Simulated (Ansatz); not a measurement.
`CN(C)c1ccc(-c2ccc(-c3ccc(-c4ccc(C#N)nc4)nc3)nc2)nc1` with charge +1. Total charge 1; doublet. Geometry PBE-D4/def2-SVP, that of the neutral singlet; atoms count from 1.

```xyz
47

C     0.208    1.692    8.107
N     0.082    2.718    7.090
C     0.003    4.115    7.470
C     0.036    2.368    5.760
C    -0.089    3.331    4.721
C    -0.126    2.913    3.393
C    -0.040    1.538    3.075
C    -0.066    1.029    1.689
C    -0.203    1.850    0.550
C    -0.211    1.281   -0.725
C    -0.079   -0.119   -0.861
C    -0.068   -0.800   -2.175
C     0.149   -2.193   -2.250
C     0.169   -2.827   -3.490
C    -0.031   -2.064   -4.664
C    -0.015   -2.661   -6.020
C     0.238   -4.027   -6.267
C     0.235   -4.505   -7.579
C    -0.025   -3.590   -8.624
C    -0.036   -4.051   -9.992
N    -0.036   -4.454  -11.094
N    -0.270   -2.279   -8.415
C    -0.261   -1.843   -7.154
N    -0.250   -0.731   -4.598
C    -0.268   -0.133   -3.408
N     0.053   -0.914    0.227
C     0.058   -0.363    1.439
N     0.079    0.621    4.062
C     0.115    1.005    5.332
H     0.225    2.167    9.105
H     1.146    1.103    7.995
H    -0.642    0.974    8.087
H     0.840    4.714    7.043
H     0.056    4.200    8.570
H    -0.950    4.587    7.138
H    -0.154    4.403    4.951
H    -0.222    3.671    2.602
H    -0.305    2.941    0.649
H    -0.313    1.929   -1.607
H     0.299   -2.743   -1.310
H     0.338   -3.912   -3.541
H     0.442   -4.724   -5.442
H     0.428   -5.563   -7.804
H    -0.461   -0.772   -6.986
H    -0.459    0.955   -3.429
H     0.165   -1.037    2.305
H     0.214    0.197    6.076
```

Single mean-field runs in def2-TZVP are fitted with def2-universal-jkfit.

(1) Estimate the Mulliken populations of the heavy atoms from the PBE0/def2-TZVP orbitals of Ansatz.

(2) Where does the spin sit?

(3) And the Mayer bond orders between heavy atoms (over 0.3)?

Answers

(1) 
| atom | charge (e) | spin (α − β) |
| --- | --- | --- |
| C1 | -0.37 | -0.02 |
| N2 | 0.07 | 0.28 |
| C3 | -0.36 | -0.02 |
| C4 | 0.20 | 0.03 |
| C5 | -0.21 | 0.04 |
| C6 | -0.21 | 0.00 |
| C7 | 0.26 | 0.13 |
| C8 | 0.12 | 0.05 |
| C9 | -0.15 | 0.01 |
| C10 | -0.20 | 0.01 |
| C11 | 0.31 | 0.09 |
| C12 | 0.04 | 0.02 |
| C13 | -0.18 | 0.02 |
| C14 | -0.18 | -0.01 |
| C15 | 0.32 | 0.07 |
| C16 | 0.06 | -0.01 |
| C17 | -0.11 | 0.02 |
| C18 | -0.17 | -0.02 |
| C19 | 0.34 | 0.04 |
| C20 | -0.27 | -0.01 |
| N21 | 0.02 | 0.02 |
| N22 | -0.18 | -0.02 |
| C23 | -0.10 | 0.04 |
| N24 | -0.21 | -0.02 |
| C25 | -0.07 | 0.05 |
| N26 | -0.20 | -0.02 |
| C27 | -0.11 | 0.07 |
| N28 | -0.19 | -0.03 |
| C29 | -0.13 | 0.12 |
Mulliken values depend strongly on the basis.

(2) Summed by element: C 0.72, N 0.22, H 0.05, of 1 unpaired in all. Largest on single atoms: N2 0.28, C7 0.13, C29 0.12.

(3) C1–N2 0.93 (1.45 Å); N2–C3 0.94 (1.45 Å); N2–C4 1.33 (1.38 Å); C4–C5 1.23 (1.42 Å); C4–C29 1.17 (1.43 Å); C5–C6 1.59 (1.39 Å); C6–C7 1.31 (1.41 Å); C7–C8 1.08 (1.48 Å); C7–N28 1.27 (1.35 Å); C8–C9 1.26 (1.41 Å); C8–C27 1.26 (1.42 Å); C9–C10 1.53 (1.40 Å); C10–C11 1.29 (1.41 Å); C11–C12 1.04 (1.48 Å); C11–N26 1.29 (1.35 Å); C12–C13 1.31 (1.41 Å); C12–C25 1.28 (1.42 Å); C13–C14 1.47 (1.39 Å); C14–C15 1.32 (1.41 Å); C15–C16 1.02 (1.48 Å); C15–N24 1.29 (1.35 Å); C16–C17 1.35 (1.41 Å); C16–C23 1.31 (1.42 Å); C17–C18 1.46 (1.40 Å); C18–C19 1.34 (1.41 Å); C19–C20 0.98 (1.44 Å); C19–N22 1.35 (1.35 Å); C20–N21 3.02 (1.17 Å); N22–C23 1.56 (1.33 Å); N24–C25 1.61 (1.33 Å); N26–C27 1.61 (1.33 Å); N28–C29 1.66 (1.33 Å).
